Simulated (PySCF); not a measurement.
**Löwdin shares of the frontier orbitals**

Species: C6H12OP2.
Z-matrix (Å and degrees, PBE0-D3(BJ)/def2-SVP geometry), rows numbered from 1:
```
C 
C   1  1.3345
C   2  1.4886  1  124.99
P   3  1.8804  2  118.25  1  -111.50
P   4  2.0276  3  101.81  2     9.43
C   5  1.8662  4  102.10  3   179.71
C   6  1.5176  5  121.21  4    -0.42
C   7  1.5221  6  112.65  5  -178.28
O   8  1.4000  7  113.09  6  -175.98
H   1  1.0948  2  121.42  3    -0.79
H   1  1.0930  2  121.35  3   178.76
H   2  1.0971  1  118.99  3  -178.33
H   3  1.1038  2  111.18  1    10.74
H   3  1.1051  2  110.96  1   128.40
H   6  1.1063  5  104.28  4  -125.73
H   6  1.1061  5  104.47  4   124.84
H   7  1.1057  6  109.59  5   -56.45
H   7  1.1027  6  110.59  5    59.90
H   8  1.1106  7  109.42  6    58.60
H   8  1.1026  7  109.57  6   -57.57
H   9  0.9630  8  107.96  7   -58.19
```

Method used: TDDFT wB97X-D/def2-SVPD, vertical, gas phase, core orbitals frozen in the response in PySCF 2.14.0, density-fitted response routines.

Frontier orbitals with the atoms that hold most of them (Löwdin shares over 4%, at most four atoms; ? is withheld):

```
orbital  ε (eV)                          atoms
 LUMO+2    2.07  P4 24%, P5 18%, C3 10%, C6 8%
 LUMO+1    1.73   C1 29%, C2 27%, P4 9%, C3 6%
   LUMO       ?                              ?
   HOMO   -8.62   P4 39%, P5 39%, C6 6%, C3 6%
 HOMO-1   -8.85                              ?
 HOMO-2   -9.11   C1 32%, C2 28%, P4 9%, P5 7%
 HOMO-3   -9.93  O9 48%, C8 13%, C7 8%, H19 6%
```

Task: Which atoms hold the HOMO-1, and with what shares?

Result: P4 (bonded to C and P) 39%; P5 (bonded to C and P) 38%; C3 (bonded to C, P and 2 H) 7%; C6 (bonded to C, P and 2 H) 7%. By element: phosphorus 78%, carbon 14% or more.

Task: Give the leading atoms of the LUMO.

Result: P5 (bonded to C and P) 41%; P4 (bonded to C and P) 41%; C6 (bonded to C, P and 2 H) 6%; C3 (bonded to C, P and 2 H) 5%. By element: phosphorus 82%, carbon 11% or more.

Task: What is the LUMO energy, and the HOMO–LUMO gap?

Result: ε(LUMO) = -0.58 eV; the gap is 8.04 eV (0.2953 hartree).

Task: How does S1 compare with the orbital gap of 8.04 eV?

Result: S1 is at 3.25 eV (f = 0.0000), 4.78 eV below the gap, made of HOMO→LUMO (98%). 

Task: One configuration dominates each of S1, S2, S3 and S8. Which, and how do the shares of the two leading atoms of either orbital change from the occupied to the empty one?

Result: 
- S1 (3.25 eV, f 0.0000), HOMO→LUMO (98%): P4 39% → 41%, P5 39% → 41%
- S2 (4.42 eV, f 0.0069), HOMO-2→LUMO (90%): C1 32% → at most 6%, C2 28% → at most 6%, P5 7% → 41%, P4 9% → 41%
- S3 (4.48 eV, f 0.101), HOMO-1→LUMO (87%): P4 39% → 41%, P5 38% → 41%
- S8 (6.55 eV, f 0.021), HOMO-1→LUMO+1 (79%): P4 39% → 9%, P5 38% → at most 6%, C1 at most 7% → 29%, C2 at most 7% → 27%

Löwdin shares depend on the basis, the more so with diffuse functions.

One conformer stands for the species.
